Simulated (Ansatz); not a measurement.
A search over several starts for the lowest SCF solution of C₂H₆BiF⁺, that is BiMe2F with one electron fewer at the given spin, in a small basis.

```yaml
crystal:
  periodic: [false, false, false]
  atoms:
    - {symbol: Bi, position_ang: [-0.418408, -0.717263, 1.140460]}
    - {symbol: C, position_ang: [1.548722, -0.574924, 0.032299]}
    - {symbol: H, position_ang: [1.908991, 0.464027, 0.023039]}
    - {symbol: H, position_ang: [1.336150, -0.909485, -0.993309]}
    - {symbol: H, position_ang: [2.302646, -1.231772, 0.487647]}
    - {symbol: C, position_ang: [-1.272464, 1.054170, 0.023282]}
    - {symbol: H, position_ang: [-2.264859, 1.318080, 0.414698]}
    - {symbol: H, position_ang: [-1.359129, 0.742663, -1.027657]}
    - {symbol: H, position_ang: [-0.594227, 1.916578, 0.106061]}
    - {symbol: F, position_ang: [-1.187412, -2.062073, -0.206520]}
basis:
  gaussian: {orbitals: def2-SVP}
total_charge: 1
magnetization: {spin_polarized: true, initial_magnetization: 1}
hamiltonian: {xc: pbe0, dispersion: d4}
output: {orbitals: {seedname: orbitals}}
```

```sh
$ ansatz run in.yaml --threads 4 --pin off --events-out ev --progress --plain --max-ram 3916MiB
```

It prints (some lines left out):

```
Functional definition: PBE0
1065 factors; integrals over basis functions are off by at most 1.3e-3 eV
mean field evaluation 1: about -10691.9816 eV, gradient 6.4e1 eV
mean field evaluation 2: about -10610.2893 eV, gradient 1.4e2 eV
mean field evaluation 4: about -10710.5860 eV, gradient 1.1e1 eV
mean field evaluation 8: about -10711.2586 eV, gradient 7.8e-1 eV
mean field evaluation 16: about -10711.2624 eV, gradient 1.5e-3 eV
mean field evaluation 32: about -10711.2268 eV, gradient 2.2e0 eV
mean field -10711.26236216 eV, -393.6316314550 hartree, gradient 4.6e-5 eV, S^2 0.758161; 2 other end points of the search recorded, 0 dependent functions left out
reference -10711.26238709 eV, -393.6316323712 hartree; 25, 24 occupied and 73, 74 virtual orbitals, 1065 factors
Total energy: -10711.41018717 eV, -393.6370639239 hartree
```

Run time 8.5 s (4 threads of Intel Xeon on a shared host).

In the def2 sets Bi takes a core potential; there is no spin–orbit coupling.
